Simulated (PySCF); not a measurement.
**Question.** Write Cartesian coordinates for `O=C([O-])c1ncc[nH]1` as optimised with PBE0-D3(BJ)/def2-SVP. (Charge -1.)

**Answer.** 
```
atom  x, y, z in Å
O1     3.000   -0.743    0.119
C2     2.200    0.192    0.049
O3     2.390    1.429   -0.071
C4     0.694   -0.133    0.105
N5    -0.001   -1.254    0.226
C6    -1.311   -0.872    0.201
C7    -1.425    0.499    0.066
N8    -0.135    0.937    0.009
H9    -2.125   -1.597    0.282
H10   -2.286    1.162    0.009
H11    0.313    1.847   -0.085
```

Any rigid rotation of these coordinates is as good. Atoms count from 1 in this order. The 5-membered ring C4–N5–C6–C7–N8 has internal angles of 104.1° to 111.0°; it is planar, 0.00 Å rms from its mean plane, widest ring torsion 0°. The 8 heavy atoms lie in one plane (0.004 Å rms). The C–O distances run from 1.233 Å (O1=C2, drawn double in one of several resonance forms) to 1.258 Å (C2–O3, drawn single in one of several resonance forms), a spread of 0.025 Å. C6 (aromatic CH next to a ring nitrogen) is planar (angles 127.1°, 121.9° and 111.0°, sum 360.0°, 0.00 Å off the plane of its three neighbours).

Bonds between heavy atoms (Å): O1=C2 1.233, C2–O3 1.258, C2–C4 1.541, C4–N5 1.324, N5–C6 1.365, C6–C7 1.383, C7–N8 1.363, C4–N8 1.357.

Computed with PBE0-D3(BJ)/def2-SVP geometry optimisation, gas phase in PySCF 2.14.0.

Point group: Cs (tolerance 0.08 Å). Whether it is a minimum is left open (no frequencies). The geometry's basis has no diffuse functions, a weakness for an anion.

The run took about 90 s of CPU time (one thread, shared machine). That covers the optimisation of the geometry.
